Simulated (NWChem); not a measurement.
All runs are NWChem calculations. System: H₃O₂Sb, charge 0, spin multiplicity 1, at a geometry optimised with PBE0/def2-SVP with def2 effective core potentials on Sb. The structure started from a generated list of species. Level: TD-LDA (SVWN5)/def2-SVP with def2 effective core potentials on Sb.

Output (cleaned and shortened):

```
             Northwest Computational Chemistry Package (NWChem) 7.3.0
             --------------------------------------------------------

                                NWChem Input Module
                                -------------------

 Scaling coordinates for geometry "geometry" by  1.889725989
 (inverse scale =  0.529177249)

                             Geometry "geometry" -> ""
                             -------------------------

 Output coordinates in angstroms (scale by  1.889725989 to convert to a.u.)

  No.       Tag          Charge          X              Y              Z
 ---- ---------------- ---------- -------------- -------------- --------------
    1 Sb                  51.0000    -0.07682500    -0.15634100     0.29498700
    2 H                    1.0000    -1.04419500    -1.31067400    -0.55152100
    3 O                    8.0000     1.38847900    -0.45840100    -1.02399600
    4 H                    1.0000     2.19196300    -0.01592300    -0.72425800
    5 O                    8.0000    -0.90450100     1.45604400    -0.51569000
    6 H                    1.0000    -1.10150000     1.31884100    -1.45107300

 Effective nuclear repulsion energy (a.u.)     280.4028804221

            Nuclear Dipole moment (a.u.)
            ----------------------------
        X                 Y               Z
 ---------------- ---------------- ----------------
     0.0000321253    -0.0000056692    -0.0000056692


 Summary of "ao basis" -> "" (spherical)
 ------------------------------------------------------------------------------
       Tag                 Description            Shells   Functions and Types
 ---------------- ------------------------------  ------  ---------------------
 *                          def2-svp                  on all atoms

                                 NWChem DFT Module
                                 -----------------

 Summary of "ao basis" -> "ao basis" (spherical)
 ------------------------------------------------------------------------------
       Tag                 Description            Shells   Functions and Types
 ---------------- ------------------------------  ------  ---------------------
 Sb                         def2-svp                10       26   4s4p2d
 H                          def2-svp                 3        5   2s1p
 O                          def2-svp                 6       14   3s2p1d

 Summary of "ao basis" -> "ao basis" (spherical)
 ------------------------------------------------------------------------------
       Tag                 Description            Shells   Functions and Types
 ---------------- ------------------------------  ------  ---------------------
 Sb                         def2-svp                10       26   4s4p2d
 H                          def2-svp                 3        5   2s1p
 O                          def2-svp                 6       14   3s2p1d

            General Information
            -------------------
          SCF calculation type: DFT
          Wavefunction type:  closed shell.
          No. of atoms     :     6
          No. of electrons :    42
           Alpha electrons :    21
            Beta electrons :    21
          Charge           :     0
          Spin multiplicity:     1
          Use of symmetry is: off; symmetry adaption is: off
          Maximum number of iterations: 100
          AO basis - number of functions:    69
                     number of shells:    31
          Convergence on energy requested:  1.00D-06
          Convergence on density requested:  1.00D-05
          Convergence on gradient requested:  5.00D-04

              XC Information
              --------------
                        Slater Exchange Functional  1.000 local
                      VWN V Correlation Functional  1.000 local

             Grid Information
             ----------------
          Grid used for XC integration:  medium
          Radial quadrature: Mura-Knowles
          Angular quadrature: Lebedev.
          Tag              B.-S. Rad. Rad. Pts. Rad. Cut. Ang. Pts.
          ---              ---------- --------- --------- ---------
          Sb                  1.45      123           8.0       590
[...]
    1      5       0     0.42E+00   0.10+100        2.6
    2     10       0     0.15E+00   0.63E-01        2.6
    3     20       0     0.29E-01   0.10E-01        3.5
    4     30       0     0.98E-02   0.26E-03        3.4
    5     40       0     0.39E-02   0.41E-04        3.6
    6     50       0     0.13E-02   0.69E-05        3.2
    7     60       0     0.36E-03   0.78E-06        3.3
    8     70       4     0.12E-03   0.49E-07        3.1
    9     72       5     0.72E-04   0.30E-08        2.1
  ----  ------  ------  ---------  ---------  ---------
  Convergence criterion met

  Ground state a        -390.933027959799 a.u.

  ----------------------------------------------------------------------------
  Root   1 singlet a              0.194759654 a.u.                5.2997 eV
  ----------------------------------------------------------------------------
     Transition Moments    X  0.28330   Y -0.02454   Z -0.20185
     Transition Moments   XX  0.09722  XY  0.15039  XZ  0.68575
     Transition Moments   YY -0.19633  YZ -0.90982  ZZ -0.12080
     Dipole Oscillator Strength                    0.0157886409
     Electric Quadrupole                           0.0000000529
     Magnetic Dipole                               0.0000012621
     Total Oscillator Strength                     0.0157899558

          sigma_e =   1.9678 Angstrom
          sigma_h =   1.8508 Angstrom
         |d_h->e| =   0.6483 Angstrom
            d_exc =   2.7966 Angstrom
            d_CD1 =   0.7652 Angstrom
            d_CD2 =  -1.2610 Angstrom
            d_CD3 =   3.4448 Angstrom
     Pearson C.C. =  -0.0141

     Occ.   17  a   ---  Virt.   22  a   -0.05095 X
     Occ.   19  a   ---  Virt.   23  a   -0.09466 X
     Occ.   20  a   ---  Virt.   22  a    0.44833 X
     Occ.   21  a   ---  Virt.   22  a   -0.75450 X
     Occ.   21  a   ---  Virt.   23  a    0.45590 X
  ----------------------------------------------------------------------------
  Root   2 singlet a              0.198899844 a.u.                5.4123 eV
  ----------------------------------------------------------------------------
     Transition Moments    X  0.21972   Y  0.38751   Z -0.16532
     Transition Moments   XX  0.16823  XY -0.47799  XZ  0.40749
     Transition Moments   YY  0.22080  YZ  0.23493  ZZ -0.43525
     Dipole Oscillator Strength                    0.0299376992
     Electric Quadrupole                           0.0000000244
     Magnetic Dipole                               0.0000018442
     Total Oscillator Strength                     0.0299395678

          sigma_e =   2.0340 Angstrom
          sigma_h =   1.8275 Angstrom
         |d_h->e| =   0.4626 Angstrom
            d_exc =   2.7871 Angstrom
            d_CD1 =   0.6690 Angstrom
            d_CD2 =  -1.4682 Angstrom
            d_CD3 =   3.2496 Angstrom
     Pearson C.C. =  -0.0103

     Occ.   17  a   ---  Virt.   23  a    0.05561 X
     Occ.   18  a   ---  Virt.   23  a    0.09576 X
     Occ.   19  a   ---  Virt.   22  a   -0.28022 X
     Occ.   19  a   ---  Virt.   24  a   -0.06702 X
     Occ.   20  a   ---  Virt.   22  a   -0.05459 X
     Occ.   20  a   ---  Virt.   23  a    0.29189 X
     Occ.   21  a   ---  Virt.   22  a   -0.47531 X
     Occ.   21  a   ---  Virt.   23  a   -0.75935 X
     Occ.   21  a   ---  Virt.   24  a    0.06245 X
     Occ.   21  a   ---  Virt.   25  a   -0.05476 X
  ----------------------------------------------------------------------------
  Root   3 singlet a              0.201165191 a.u.                5.4740 eV
  ----------------------------------------------------------------------------
     Transition Moments    X  0.19859   Y -0.15208   Z  0.04053
     Transition Moments   XX  0.61209  XY -0.45120  XZ  0.42909
     Transition Moments   YY  0.05049  YZ -0.36580  ZZ -0.20870
     Dipole Oscillator Strength                    0.0086114182
     Electric Quadrupole                           0.0000000302
     Magnetic Dipole                               0.0000012451
     Total Oscillator Strength                     0.0086126936

          sigma_e =   1.9501 Angstrom
          sigma_h =   1.8132 Angstrom
         |d_h->e| =   0.9627 Angstrom
            d_exc =   2.8469 Angstrom
            d_CD1 =   1.0997 Angstrom
            d_CD2 =  -0.9189 Angstrom
            d_CD3 =   3.8096 Angstrom
     Pearson C.C. =  -0.0124

     Occ.   19  a   ---  Virt.   22  a    0.57478 X
     Occ.   19  a   ---  Virt.   23  a   -0.11936 X
     Occ.   20  a   ---  Virt.   22  a   -0.67780 X
     Occ.   20  a   ---  Virt.   23  a    0.31116 X
     Occ.   21  a   ---  Virt.   22  a   -0.27467 X
     Occ.   21  a   ---  Virt.   23  a    0.13150 X
  ----------------------------------------------------------------------------
  Root   4 singlet a              0.206469205 a.u.                5.6183 eV
  ----------------------------------------------------------------------------
     Transition Moments    X -0.05250   Y -0.28174   Z  0.04995
     Transition Moments   XX  0.13121  XY  0.39968  XZ  0.04513
     Transition Moments   YY -0.12131  YZ  0.06821  ZZ  0.48008
     Dipole Oscillator Strength                    0.0116486369
     Electric Quadrupole                           0.0000000121
     Magnetic Dipole                               0.0000016038
     Total Oscillator Strength                     0.0116502528

          sigma_e =   1.9902 Angstrom
          sigma_h =   1.8223 Angstrom
         |d_h->e| =   0.7788 Angstrom
            d_exc =   2.8782 Angstrom
            d_CD1 =   0.9466 Angstrom
            d_CD2 =  -1.1275 Angstrom
            d_CD3 =   3.6569 Angstrom
     Pearson C.C. =  -0.0546

     Occ.   17  a   ---  Virt.   23  a   -0.05419 X
     Occ.   18  a   ---  Virt.   23  a   -0.10490 X
     Occ.   19  a   ---  Virt.   22  a   -0.65873 X
     Occ.   19  a   ---  Virt.   23  a   -0.38075 X
     Occ.   19  a   ---  Virt.   24  a    0.06579 X
     Occ.   20  a   ---  Virt.   22  a   -0.26315 X
     Occ.   20  a   ---  Virt.   23  a    0.43059 X
     Occ.   21  a   ---  Virt.   22  a    0.09161 X
     Occ.   21  a   ---  Virt.   23  a    0.34985 X
     Occ.   21  a   ---  Virt.   24  a   -0.10970 X
  ----------------------------------------------------------------------------
  Root   5 singlet a              0.208993126 a.u.                5.6870 eV
  ----------------------------------------------------------------------------
     Transition Moments    X -0.19862   Y -0.20155   Z  0.14060
     Transition Moments   XX -0.00022  XY -0.32138  XZ -0.15381
     Transition Moments   YY -0.31693  YZ -0.49055  ZZ  0.02457
     Dipole Oscillator Strength                    0.0139107862
     Electric Quadrupole                           0.0000000196
     Magnetic Dipole                               0.0000003791
     Total Oscillator Strength                     0.0139111849

          sigma_e =   1.9872 Angstrom
          sigma_h =   1.5968 Angstrom
         |d_h->e| =   1.1675 Angstrom
            d_exc =   2.8116 Angstrom
            d_CD1 =   1.5579 Angstrom
            d_CD2 =  -0.6245 Angstrom
            d_CD3 =   3.9790 Angstrom
     Pearson C.C. =  -0.0068

     Occ.   18  a   ---  Virt.   23  a   -0.05032 X
     Occ.   19  a   ---  Virt.   23  a    0.72796 X
     Occ.   20  a   ---  Virt.   22  a    0.16825 X
     Occ.   20  a   ---  Virt.   23  a    0.63911 X
     Occ.   21  a   ---  Virt.   22  a    0.10000 X
     Occ.   21  a   ---  Virt.   23  a    0.11701 X

              Target root =      1
          Target symmetry = none
      Ground state energy =   -390.933027959799
        Excitation energy =      0.194759654391
     Excited state energy =   -390.738268305408

  stored tddft:energy   -390.73826830540776

 Task  times  cpu:       32.2s     wall:       32.2s

 Total times  cpu:       32.2s     wall:       32.2s
```

**Question.** Write an NWChem input that would produce this output.

**Answer.** This is not unique; one that fits is 
```
start mol
memory heap 200 mb stack 800 mb global 1000 mb
geometry units angstroms nocenter noautoz noautosym
  Sb    -0.076825    -0.156341     0.294987
  H     -1.044195    -1.310674    -0.551521
  O      1.388479    -0.458401    -1.023996
  H      2.191963    -0.015923    -0.724258
  O     -0.904501     1.456044    -0.515690
  H     -1.101500     1.318841    -1.451073
end
basis spherical
  * library def2-svp
end
ecp
  Sb library def2-ecp
end
dft
  xc slater vwn_5
  semidirect memsize 60000000 filesize 0
  iterations 100
end
tddft
  rpa
  nroots 5
  notriplet
  thresh 1e-4
end
task tddft energy
```
